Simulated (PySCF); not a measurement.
PySCF input for Ge(F)(Cl)2(NH2) (Cl2FGeH2N), SMILES [NH2][Ge]([F])([Cl])[Cl], TDA-M06-2X/def2-SVPD. Coordinates come from a B3LYP-D3(BJ)/def2-SVP optimisation. This is a generated structure with no PubChem entry under its InChIKey; it may be hypothetical. The values are those of a single conformer.

```python
import numpy as np
from pyscf import gto, scf, dft, tdscf

mol = gto.M(
    atom='''
    N     1.94183077   -0.30685503    0.35881981
    Ge    0.15736934   -0.09464480    0.20558485
    F    -0.59478165   -0.55419964    1.69351897
    Cl   -0.26560544    1.97484723   -0.14947287
    Cl   -0.79589637   -1.32445050   -1.28317005
    H     2.28485493   -1.25356979    0.20720551
    H     2.48507628    0.36124114   -0.18440087
    ''',
    basis='def2-SVPD',
    charge=0,
    spin=0,
    max_memory=1600,
    verbose=4,
)
mf = dft.RKS(mol, xc='m06-2x').density_fit(auxbasis='def2-universal-jkfit')
mf.grids.level = 4
mf.conv_tol = 1e-9
mf.max_cycle = 100
mf.kernel()
mf.grids = dft.Grids(mol).set(level=2).build(with_non0tab=True)  # coarser grid for the response kernel
td = tdscf.TDA(mf)
td.singlet = True
td.nstates = 10
td.conv_tol = 1e-4
td.positive_eig_threshold = 1e-6
td.kernel(x0=td.get_init_guess(mf, 15))
td.analyze()
tt = tdscf.TDA(mf)
tt.singlet = False
tt.nstates = 4
tt.conv_tol = 1e-4
tt.positive_eig_threshold = 1e-6
tt.kernel(x0=tt.get_init_guess(mf, 9))
tt.analyze(verbose=3)
```

Log of the run:

```
PySCF version 2.14.0

[INPUT] verbose = 4
[INPUT] num. atoms = 7
[INPUT] num. electrons = 84
[INPUT] charge = 0
[INPUT] spin (= nelec alpha-beta = 2S) = 0
[INPUT] symmetry False subgroup None
[INPUT] Mole.unit = angstrom
[INPUT] Symbol           X                Y                Z      unit          X                Y                Z       unit  Magmom
[INPUT]  1 N      1.941830770000  -0.306855030000   0.358819810000 AA    3.669528335553  -0.579871966645   0.678071168968 Bohr   0.0
[INPUT]  2 Ge     0.157369340000  -0.094644800000   0.205584850000 AA    0.297384953004  -0.178852751114   0.388499061860 Bohr   0.0
[INPUT]  3 F     -0.594781650000  -0.554199640000   1.693518970000 AA   -1.123974422417  -1.047285537933   3.200287040056 Bohr   0.0
[INPUT]  4 Cl    -0.265605440000   1.974847230000  -0.149472870000 AA   -0.501921538795   3.731920402556  -0.282462787353 Bohr   0.0
[INPUT]  5 Cl    -0.795896370000  -1.324450500000  -1.283170050000 AA   -1.504026162836  -2.502848710543  -2.424839965744 Bohr   0.0
[INPUT]  6 H      2.284854930000  -1.253569790000   0.207205510000 AA    4.317750052062  -2.368903581129   0.391561665401 Bohr   0.0
[INPUT]  7 H      2.485076280000   0.361241140000  -0.184400870000 AA    4.696113567853   0.682646819526  -0.348467141432 Bohr   0.0

nuclear repulsion = 601.545643523006
number of shells = 61
number of NR pGTOs = 253
number of NR cGTOs = 151
basis = def2-SVPD
ecp = {}


[settings echo left out]
init E= -3152.27866617657
  HOMO = -0.330007522860238  LUMO = -0.0659913256527744  gap/eV = 7.18425
cycle= 1 E= -3152.54634817815  delta_E= -0.268  |g|= 0.647  |ddm|= 3.33
  HOMO = -0.374667360220323  LUMO = -0.0455368035479884  gap/eV = 8.95610
cycle= 2 E= -3152.52873618371  delta_E= 0.0176  |g|= 0.779  |ddm|= 1.76
  HOMO = -0.379200048358923  LUMO = -0.0227735937820013  gap/eV = 9.69886
cycle= 3 E= -3152.63690441352  delta_E= -0.108  |g|= 0.0593  |ddm|= 0.763
  HOMO = -0.377970008502936  LUMO = -0.0184580366334903  gap/eV = 9.78282
cycle= 4 E= -3152.63747736633  delta_E= -0.000573  |g|= 0.0303  |ddm|= 0.0912
  HOMO = -0.376194152758428  LUMO = -0.0185614705870409  gap/eV = 9.73168
cycle= 5 E= -3152.63767511509  delta_E= -0.000198  |g|= 0.00562  |ddm|= 0.0414
  HOMO = -0.376702023357255  LUMO = -0.0184966305626464  gap/eV = 9.74727
cycle= 6 E= -3152.63768046335  delta_E= -5.35e-06  |g|= 0.00181  |ddm|= 0.00733
  HOMO = -0.37643504483617  LUMO = -0.0184996918060882  gap/eV = 9.73992
cycle= 7 E= -3152.63768108807  delta_E= -6.25e-07  |g|= 0.000563  |ddm|= 0.00307
  HOMO = -0.376562700804985  LUMO = -0.0185299794856619  gap/eV = 9.74257
cycle= 8 E= -3152.63768116926  delta_E= -8.12e-08  |g|= 0.000214  |ddm|= 0.00097
  HOMO = -0.376525585356528  LUMO = -0.0185208136547184  gap/eV = 9.74181
cycle= 9 E= -3152.63768117999  delta_E= -1.07e-08  |g|= 3.32e-05  |ddm|= 0.00032
  HOMO = -0.376522406758543  LUMO = -0.0185180128190416  gap/eV = 9.74180
cycle= 10 E= -3152.63768118056  delta_E= -5.68e-10  |g|= 8.52e-06  |ddm|= 9.88e-05
  HOMO = -0.376522895807634  LUMO = -0.0185195548910198  gap/eV = 9.74177
Extra cycle  E= -3152.63768118059  delta_E= -2.64e-11  |g|= 5.15e-06  |ddm|= 2.2e-05
converged SCF energy = -3152.63768118059
tot grids = 69872
Overwritten attributes  positive_eig_threshold  of <class 'pyscf.tdscf.rks.TDA'>


******** <class 'pyscf.tdscf.rks.TDA'> for <class 'pyscf.df.df_jk.DFRKS'> ********
nstates = 10 singlet
deg_eia_thresh = 1.000e-03
wfnsym = None
conv_tol = 0.0001
eigh lindep = 1e-12
eigh level_shift = 0
eigh max_cycle = 100


Excitation energies (eV)
[6.710164   7.23399186 7.38313616 7.64460183 7.70246313 7.90634372
 8.39397041 8.90673448 9.08980985 9.20568306]

** Singlet excitation energies and oscillator strengths **
Excited State   1:      6.71016 eV    184.77 nm  f=0.0665
      42 -> 43       -0.66412
      42 -> 47        0.10350
Excited State   2:      7.23399 eV    171.39 nm  f=0.0411
      40 -> 43        0.16636
      41 -> 43       -0.61603
      41 -> 44        0.20055
Excited State   3:      7.38314 eV    167.93 nm  f=0.0241
      40 -> 43       -0.60709
      40 -> 44        0.20608
      41 -> 43       -0.15367
Excited State   4:      7.64460 eV    162.19 nm  f=0.0369
      38 -> 43       -0.43154
      38 -> 44        0.12137
      39 -> 43        0.25171
      42 -> 44       -0.42151
Excited State   5:      7.70246 eV    160.97 nm  f=0.0471
      38 -> 43       -0.40986
      38 -> 44        0.17438
      39 -> 43       -0.41642
      39 -> 44        0.14144
      41 -> 45       -0.12041
      42 -> 44        0.21764
Excited State   6:      7.90634 eV    156.82 nm  f=0.0116
      38 -> 43        0.17925
      39 -> 43       -0.39181
      39 -> 44        0.16683
      42 -> 44       -0.47963
Excited State   7:      8.39397 eV    147.71 nm  f=0.0045
      42 -> 45       -0.51463
      42 -> 46       -0.24531
      42 -> 48       -0.27652
      42 -> 51       -0.16338
      42 -> 52        0.14764
Excited State   8:      8.90673 eV    139.20 nm  f=0.0222
      37 -> 43       -0.10096
      42 -> 46        0.25773
      42 -> 47        0.30461
      42 -> 48       -0.37445
      42 -> 49       -0.30607
      42 -> 55        0.13209
Excited State   9:      9.08981 eV    136.40 nm  f=0.0526
      37 -> 43       -0.22167
      41 -> 43       -0.20934
      41 -> 44       -0.55643
      42 -> 48        0.10036
Excited State  10:      9.20568 eV    134.68 nm  f=0.1207
      36 -> 43       -0.14997
      37 -> 43        0.45371
      37 -> 44       -0.13245
      40 -> 44        0.26659
      41 -> 44       -0.14302
      41 -> 45       -0.11079
      41 -> 47       -0.14412
      42 -> 46        0.17360

** Transition electric dipole moments (AU) **
state          X           Y           Z        Dip. S.      Osc.
  1         0.5128     -0.0023      0.3763      0.4045      0.0665
  2        -0.1563     -0.4347     -0.1360      0.2319      0.0411
  3        -0.1591     -0.2629     -0.1975      0.1334      0.0241
  4        -0.3096      0.1235      0.2927      0.1968      0.0369
  5        -0.1707      0.0587     -0.4657      0.2495      0.0471
  6         0.0315     -0.0751     -0.2312      0.0601      0.0116
  7        -0.0296     -0.1444      0.0078      0.0218      0.0045
  8        -0.2259     -0.1386     -0.1781      0.1020      0.0222
  9        -0.1381     -0.4633     -0.0513      0.2363      0.0526
 10        -0.0201      0.7069      0.1871      0.5350      0.1207

** Transition velocity dipole moments (imaginary part, AU) **
state          X           Y           Z        Dip. S.      Osc.
  1         0.1082     -0.0000      0.0757      0.0174      0.0471
  2        -0.0428     -0.1135     -0.0291      0.0156      0.0390
  3        -0.0413     -0.0684     -0.0515      0.0090      0.0222
  4        -0.1133      0.0385      0.0904      0.0225      0.0533
  5        -0.0662      0.0290     -0.1646      0.0323      0.0762
  6         0.0485     -0.0142     -0.0605      0.0062      0.0142
  7        -0.0030     -0.0429     -0.0001      0.0019      0.0040
  8        -0.0436     -0.0603     -0.0343      0.0067      0.0137
  9        -0.0451     -0.1314     -0.0187      0.0196      0.0392
 10         0.0126      0.2087      0.0630      0.0477      0.0940

** Transition magnetic dipole moments (imaginary part, AU) **
state          X           Y           Z
  1         0.1472      0.4779     -0.1890
  2         0.3662     -0.1104     -0.1016
  3        -0.1530     -0.0603     -0.3455
  4         0.0851      0.3548     -0.2855
  5        -0.0213     -0.1199      0.1811
  6         0.1989      0.5230     -0.2447
  7         0.0303      0.4729      0.1868
  8         0.0669     -0.1894     -0.4481
  9         0.7366     -0.0815     -0.3408
 10         0.7505     -0.2612      0.1785


******** <class 'pyscf.tdscf.rks.TDA'> for <class 'pyscf.df.df_jk.DFRKS'> ********
nstates = 4 triplet
deg_eia_thresh = 1.000e-03
wfnsym = None
conv_tol = 0.0001
eigh lindep = 1e-12
eigh level_shift = 0
eigh max_cycle = 100


Excitation energies (eV)
[6.12792829 6.72734344 6.92904692 7.1704068 ]

** Triplet excitation energies and oscillator strengths **
Excited State   1:      6.12793 eV    202.33 nm  f=0.0000
Excited State   2:      6.72734 eV    184.30 nm  f=0.0000
Excited State   3:      6.92905 eV    178.93 nm  f=0.0000
Excited State   4:      7.17041 eV    172.91 nm  f=0.0000
```

The run converged.

Cost: about 8 core-minutes (a rough figure).
